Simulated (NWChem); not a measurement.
System: BeHOCl; SMILES [OH][Be][Cl]

Here is an NWChem input.

```
start job
memory heap 200 mb stack 900 mb global 1100 mb
geometry units angstroms noautosym nocenter noautoz
  Be     0.045545     0.633275     0.000001
  Cl    -0.080788    -1.179817    -0.000000
  O      0.202873     2.033792     0.000000
  H     -0.431979     2.742103    -0.000001
end
basis spherical
  * library aug-cc-pvdz
end
dft
  xc hfexch
  iterations 150
end
property
  response 1 0.0
end
task dft property
```

Geometry: optimised at PBE0-D3(BJ)/def2-TZVP.

Static field.

### Question
Predict the main results of this run. (Hartree-Fock/aug-cc-pVDZ.) Quantities: isotropic polarisability (bohr³); anisotropy (bohr³).

### Answer
```json
{
  "isotropic polarisability (bohr³)": "28.2",
  "anisotropy (bohr³)": "9.8"
}
```
